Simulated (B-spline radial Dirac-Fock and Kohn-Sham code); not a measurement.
# Subshell cross sections of Sb⁵⁺, photon energy 5100 eV

System: antimony as Sb⁵⁺ in the configuration [Kr] 4d10.

Input of the calculation (task.json; shells as n, l, electrons):

```json
{"items": [{
  "Z": 51,
  "q": 5,
  "cfg": [[1, 0, 2], [2, 0, 2], [2, 1, 6], [3, 0, 2], [3, 1, 6], [3, 2, 10], [4, 0, 2], [4, 1, 6], [4, 2, 10]],
  "A": 121,
  "rrms": 4.6802,
  "do": ["binding", "quiet", "photo", "scan"],
  "hv": [40.81, 50.4, 60, 72.1, 100, 150, 1640.0, 5100.0, 12800.0, 17479.3, 30000, 35500.0, 40000, 65800.0, 100000, 146000.0]
}]}
```

Run with: `python xray_run.py task.json out`

Level of theory: Dirac-Hartree-Slater photoionisation with all multipoles and Dirac-Fock thresholds; a radial atomic solver. The asymmetry parameter β is from the dipole term alone. Kinetic energies are from the vacuum level.

| subshell | electrons | binding (eV) | kinetic (eV) | σ (kb) | β |
| --- | --- | --- | --- | --- | --- |
| 2s | 2 | 4774.7 | 325.3 | 24.4 | 1.99 |
| 2p1/2 | 2 | 4451.5 | 648.5 | 40.1 | 1.33 |
| 2p3/2 | 4 | 4203.1 | 896.9 | ? | ? |
| 3s | 2 | 1016.7 | 4083.3 | 5.56 | 1.99 |
| 3p1/2 | 2 | 884.5 | 4215.5 | 5.52 | 1.51 |
| 3p3/2 | 4 | 837.6 | 4262.4 | 9.99 | 1.57 |
| 3d3/2 | 4 | 606.5 | 4493.5 | 3.11 | 1.03 |
| 3d5/2 | 6 | 597.1 | 4502.9 | 4.36 | 0.98 |
| 4s | 2 | 229.5 | 4870.5 | 1.19 | 1.99 |
| 4p1/2 | 2 | 183.3 | 4916.7 | 1.02 | 1.51 |
| 4p3/2 | 4 | 174.6 | 4925.4 | 1.82 | 1.56 |
| 4d3/2 | 4 | 99.18 | 5000.8 | 0.452 | 1.00 |
| 4d5/2 | 6 | 97.92 | 5002.1 | 0.630 | 0.95 |

Question: What are σ and β for 2p3/2?

Answer: σ = 72.1 kb, the largest of all subshells and 42 % of the total, and β = 1.41.
